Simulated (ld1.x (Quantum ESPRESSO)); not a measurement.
**Varying the TM semilocal potential for I (Z = 53)**

Base potential:

ld1.x (Quantum ESPRESSO) 7.5 input, shortened:

```
&input
   title='I', zed=53., rel=1, dft='PBE', iswitch=3,
   config='[Kr] 4d10 5s2 5p5'
 /
 &inputp
   pseudotype=1, tm=.true., lloc=2,
   nlcc=.false.
 /
3
5S  1  0   2.00   0.00  1.55  1.55  0.0
5P  2  1   5.00   0.00  2.00  2.00  0.0
4D  3  2  10.00   0.00  1.25  1.25  0.0
 &test
   configts(1)='4d10 5s2 5p5'
 /
```

Cutoffs, loose and tight: the cutoffs (Ry, on a coarse ladder) from which the occupation-weighted sum of valence levels, in a spherical-Bessel basis at the reference potential, stays within 10 and 1 mRy of its value at 400 Ry. They do not see the model core or the augmentation charge, which bear on the density cutoff. Test errors are all-electron minus pseudo excitation energies from the reference, over the configurations 4d10 5s2 5p4; 4d10 5s2 5p3; 4d10 5s2 5p2; 4d10 5s1 5p5; 4d10 5s2 5p1; 4d9 5s2 5p6; 4d10 5s2 5p5.3. A dash means not determined; rows that change the core or the reference have their own tests.

A true bound ghost makes a file unfit for plane-wave use even where its test errors are small: the radial tests pick states by their node count and pass the ghost by.

A semilocal file is local in each channel, so a ghost entry of none says nothing of the separable form that plane-wave codes build from it.

| change | outcome | cutoff, loose | cutoff, tight | bound ghosts | largest test error (meV) |
| --- | --- | --- | --- | --- | --- |
| base | generated | 120 Ry | 180 Ry | none | -306 |
| all radii scaled by about 0.75 (s 1.16, p 1.50, d 0.94 bohr) | generated | 180 Ry | 260 Ry | s | +1420 |
| all radii scaled by about 0.84 (s 1.30, p 1.68, d 1.06 bohr) | generated | 140 Ry | 230 Ry | none | +117 |
| all radii scaled by about 0.88 (s 1.36, p 1.76, d 1.10 bohr) | generated | 120 Ry | 200 Ry | none | -133 |
| all radii scaled by about 1.04 (s 1.62, p 2.08, d 1.30 bohr) | generated | 110 Ry | 180 Ry | none | -317 |
| all radii scaled by about 1.10 (s 1.70, p 2.20, d 1.38 bohr) | generated | 110 Ry | 180 Ry | none | -306 |
| all radii scaled by about 1.23 (s 1.92, p 2.46, d 1.54 bohr) | generated | 100 Ry | 160 Ry | none | -214 |
| all radii scaled by about 1.32 (s 2.04, p 2.64, d 1.66 bohr) | generated | 90 Ry | 160 Ry | none | -114 |
| all radii scaled by about 1.39 (s 2.16, p 2.78, d 1.74 bohr) | generated | 90 Ry | 160 Ry | none | -28 |

**Question.** What comes out with this change to the base: all radii scaled by about 1.16 (s 1.80, p 2.32, d 1.46 bohr)?

**Answer.** outcome: generated; cutoff, loose: 100 Ry; cutoff, tight: 180 Ry; bound ghosts: none; largest test error (meV): -279.

**Question.** What comes out with this change to the base: all radii scaled by about 0.96 (s 1.48, p 1.92, d 1.20 bohr)?

**Answer.** outcome: generated; cutoff, loose: 120 Ry; cutoff, tight: 200 Ry; bound ghosts: none; largest test error (meV): -275.

Reading the sweep of the scale of all radii (base = 1) (base included, trends over the rows without a ghost): The loose cutoff falls from 140 Ry at 0.84 to 90 Ry at 1.39. A larger radius leaves more room for a smooth pseudo-wave, so fewer plane waves are needed; a smaller one forces it to follow the all-electron wave where it bends sharply. The median size of the test errors (rows with all tests solved) is not monotonic: lowest 2.9 meV at 1.04, highest 13.2 meV at 1.39. Bound ghosts are found at 0.75.
